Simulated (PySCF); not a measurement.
# Two-component Hartree-Fock for Ca (calcium, neutral)

Start: [Ar] 4p2; 4p3/2 filled at m_j = +1/2, +3/2. Calculated with PySCF 2.14 in x2c-TZVPall-2c with one added diffuse shell each of s, p, d type (7s8p4d, 51 functions): generalised Hartree-Fock with the X2C-1e Hamiltonian and a Gaussian nucleus; one run each with spin-orbit coupling (SO) switched off, then screened by Boettger's factors. This is a chosen level, not necessarily the ground level.

| spinor shell | electrons | ε, spin-free (eV) | ε, screened SO (eV) | weight of nominal j (screened SO) | rms radius, screened SO (bohr) |
| --- | --- | --- | --- | --- | --- |
| 1s1/2 | 2 | -4087.2 | -4087.2 | 1.000 | 0.0888 |
| 2s1/2 | 2 | -464.08 | -464.08 | 1.000 | 0.393 |
| 2p1/2 | 2 | -373.62 | -376.18 | 1.000 | 0.361 |
| 2p3/2 | 4 | -373.62 | -372.36 | 1.000 | 0.363 |
| 3s1/2 | 2 | -63.960 | -63.965 | 1.000 | 1.24 |
| 3p1/2 | 2 | -38.995 | -39.276 | 0.965 | 1.37 |
| 3p3/2 | 4 | -38.995 | -38.865 | 0.983 | 1.37 |
| 4p3/2 | 2 | -4.040 | -4.038 | 0.827 | 5.55 |

```csv
quantity,spin-free,screened SO
E (hartree),-679.46456,-679.46771
M_J,2,2
⟨J²⟩,6.000,6.000
⟨L²⟩,2.000,2.001
⟨S²⟩,2.000,2.000
```

Each row is a mean over spinors that exchange with the open shell spreads, by up to 0.304 eV (3p3/2).

Rows whose weight is well below 1 are mixtures of j = l ± 1/2: exchange outweighs spin-orbit coupling there, and the label is only the starting occupation.

Without spin-orbit coupling the j labels of p, d and f shells carry no meaning; the spin-free column gives the mean over the occupied spinors of each nl shell.
